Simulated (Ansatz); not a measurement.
Two structures of SnNH9O, closed shell, reached by relaxing down either side of one saddle point (PBE0-D4/def2-TZVP). Energies are electronic, without zero-point energy. Ansatz 0.2.0; basis: def2-TZVPP and def2-QZVPP; cores frozen in the correlated methods. Filled d shells of the heavier atoms are correlated. Core potentials replace the inner electrons of the atoms past krypton. The def2 sets are not built for correlating such inner shells, so the correlated values are less sure here. Extrapolation: Hartree–Fock as exp(−7.88 √X), correlation as X^−2.97. First:

```json
{"atom": "Sn1", "x (Å)": "-1.0933", "y (Å)": "-0.1711", "z (Å)": "-1.4993"}
{"atom": "H2", "x (Å)": "-0.9336", "y (Å)": "-1.2672", "z (Å)": "-0.1921"}
{"atom": "H3", "x (Å)": "0.4150", "y (Å)": "0.2780", "z (Å)": "-2.1441"}
{"atom": "H4", "x (Å)": "-2.1132", "y (Å)": "1.1347", "z (Å)": "-1.1253"}
{"atom": "H5", "x (Å)": "-1.8918", "y (Å)": "-1.0915", "z (Å)": "-2.7224"}
{"atom": "H6", "x (Å)": "0.9449", "y (Å)": "0.7108", "z (Å)": "1.1524"}
{"atom": "N7", "x (Å)": "0.3458", "y (Å)": "1.3716", "z (Å)": "0.6643"}
{"atom": "H8", "x (Å)": "0.5151", "y (Å)": "-1.5251", "z (Å)": "1.0544"}
{"atom": "O9", "x (Å)": "1.2283", "y (Å)": "-1.3415", "z (Å)": "1.6774"}
{"atom": "H10", "x (Å)": "0.9347", "y (Å)": "2.0976", "z (Å)": "0.2752"}
{"atom": "H11", "x (Å)": "-0.2504", "y (Å)": "1.8090", "z (Å)": "1.3565"}
{"atom": "H12", "x (Å)": "1.8987", "y (Å)": "-2.0054", "z (Å)": "1.5029"}
```

Second:

```xyz
12
angstrom
Sn -0.7617 0.6782 -1.1665
H -0.0726 -3.2818 -0.4538
H 0.5227 -0.0937 -1.9682
H -1.4826 1.8495 -2.1906
H -1.9328 -0.3868 -0.5543
H 0.7160 0.0179 1.3198
N 0.0816 1.5858 0.4738
H 0.1192 -2.7582 0.0471
O 0.8570 -0.9239 1.5476
H 0.7610 2.2916 0.2154
H -0.6098 2.0450 1.0552
H 1.8020 -1.0236 1.6743
```

Which bonds change from the first to the second?

SnH₄ + H₂O + NH₃ → SnNH₅ ([NH2][SnH3]) + H₂O + H₂; bonds formed: Sn1–N7, H2–H8, H6–O9; bonds broken: Sn1–H2, H6–N7, H8–O9.

Give the saddle point's structure and its height above each. (Judge from chemistry; the value comes from the calculation.)

The calculation gives: 1.836 eV above the first and 1.567 eV above the second (CCSD(T) at an estimated basis limit (MP2 extrapolated from triple and quadruple zeta, plus CCSD(T) − MP2 in triple zeta)).
```json
{"atom": "Sn1", "x (Å)": "-0.7685", "y (Å)": "0.2039", "z (Å)": "-1.2753"}
{"atom": "H2", "x (Å)": "-0.1971", "y (Å)": "-1.6059", "z (Å)": "-0.2064"}
{"atom": "H3", "x (Å)": "0.4128", "y (Å)": "-0.3615", "z (Å)": "-2.3639"}
{"atom": "H4", "x (Å)": "-1.1075", "y (Å)": "1.8287", "z (Å)": "-1.8204"}
{"atom": "H5", "x (Å)": "-2.2997", "y (Å)": "-0.5344", "z (Å)": "-1.1818"}
{"atom": "H6", "x (Å)": "0.6620", "y (Å)": "0.1160", "z (Å)": "1.1340"}
{"atom": "N7", "x (Å)": "0.0415", "y (Å)": "0.9899", "z (Å)": "0.5808"}
{"atom": "H8", "x (Å)": "0.3749", "y (Å)": "-1.4767", "z (Å)": "0.5658"}
{"atom": "O9", "x (Å)": "1.0411", "y (Å)": "-1.0296", "z (Å)": "1.5655"}
{"atom": "H10", "x (Å)": "0.5887", "y (Å)": "1.8207", "z (Å)": "0.3816"}
{"atom": "H11", "x (Å)": "-0.7184", "y (Å)": "1.2855", "z (Å)": "1.1861"}
{"atom": "H12", "x (Å)": "1.9703", "y (Å)": "-1.2367", "z (Å)": "1.4341"}
```

The T1 diagnostic stays at or below 0.014.

Labels in which every atom is bracketed show which atoms are joined, not bond orders.

For scale, one of the runs: CCSD(T)/def2-TZVPP, 238 basis functions, launched by `ansatz run in.yaml --threads 4 --pin off --events-out ev --progress --plain --max-ram 9574MiB`. Time: 2.2 min of wall clock on 4 CPU threads of an Arm Neoverse V2; the host was shared. Peak host memory: 5 GiB.
